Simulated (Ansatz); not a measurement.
Geometry optimisation, RKS PBE-D4/def2-SVP (Ansatz 0.2.0).

input.yaml

```yaml
crystal:
  periodic: [false, false, false]
  atoms:
    - { symbol: C, position_ang: [-0.3311, 0.14889, -1.18986] }
    - { symbol: B, position_ang: [0.03128, -0.27542, 0.27044] }
    - { symbol: O, position_ang: [0.02196, -1.41094, 0.91487] }
    - { symbol: O, position_ang: [0.54484, 0.77739, 1.15983] }
    - { symbol: H, position_ang: [0.53753, 0.05594, -1.842] }
    - { symbol: H, position_ang: [-0.66768, 1.17861, -1.27176] }
    - { symbol: H, position_ang: [-1.10095, -0.48013, -1.62866] }
    - { symbol: H, position_ang: [0.27232, -1.52169, 1.83229] }
    - { symbol: H, position_ang: [0.71969, 0.53489, 2.08561] }
    - { symbol: H, position_ang: [0.48064, 1.72298, 0.96378] }
total_charge: 1
basis:
  gaussian: { orbitals: def2-SVP }
hamiltonian:
  xc: pbe
  dispersion: d4
relax:
  f_tol: 0.015
  max_steps: 40
```

Command:

```bash
$ ansatz run input.yaml --threads 1 --pin off --max-ram 2048MiB --backend cpu --events-out ev --progress --plain --runs-dir out
```

Question: Where does it end, and by what steps?

Answer: The run converged. The force dipped under the threshold on the way, but the program's further checks kept it going. Limits of this set-up: the dipole of an ion depends on the origin. After 13 steps the energy has fallen by 0.249 eV; H9 moved furthest, 0.26 Å.

```json
{"step": "0", "energy less start (eV)": "0.0000", "largest force component (eV/Å)": "1.388", "accepted": "yes"}
{"step": "1", "energy less start (eV)": "-0.1953", "largest force component (eV/Å)": "0.382", "accepted": "yes"}
{"step": "2", "energy less start (eV)": "-0.2390", "largest force component (eV/Å)": "0.254", "accepted": "yes"}
{"step": "3", "energy less start (eV)": "-0.1593", "largest force component (eV/Å)": "1.541", "accepted": "no"}
{"step": "4", "energy less start (eV)": "-0.2480", "largest force component (eV/Å)": "0.082", "accepted": "yes"}
{"step": "5", "energy less start (eV)": "-0.2453", "largest force component (eV/Å)": "0.425", "accepted": "no"}
{"step": "6", "energy less start (eV)": "-0.2487", "largest force component (eV/Å)": "0.019", "accepted": "yes"}
{"step": "7", "energy less start (eV)": "-0.2487", "largest force component (eV/Å)": "0.015", "accepted": "yes"}
{"step": "8", "energy less start (eV)": "-0.2487", "largest force component (eV/Å)": "0.008", "accepted": "yes"}
{"step": "9", "energy less start (eV)": "-0.2488", "largest force component (eV/Å)": "0.012", "accepted": "yes"}
{"step": "10", "energy less start (eV)": "-0.2488", "largest force component (eV/Å)": "0.025", "accepted": "yes"}
{"step": "11", "energy less start (eV)": "-0.2489", "largest force component (eV/Å)": "0.016", "accepted": "yes"}
{"step": "12", "energy less start (eV)": "-0.2489", "largest force component (eV/Å)": "0.004", "accepted": "yes"}
{"step": "13", "energy less start (eV)": "-0.2490", "largest force component (eV/Å)": "0.008", "accepted": "yes"}
```

```xyz
10
Properties=species:S:1:pos:R:3
C -0.330 0.151 -1.146
B 0.007 -0.289 0.293
O -0.069 -1.491 0.833
O 0.523 0.842 1.196
H 0.595 0.151 -1.767
H -0.787 1.158 -1.231
H -1.019 -0.585 -1.605
H 0.184 -1.741 1.740
H 0.812 0.773 2.134
H 0.594 1.759 0.847
```

The run took 34 s on 1 thread of Arm Neoverse V1, on a shared host, peak memory 0.12 GiB.
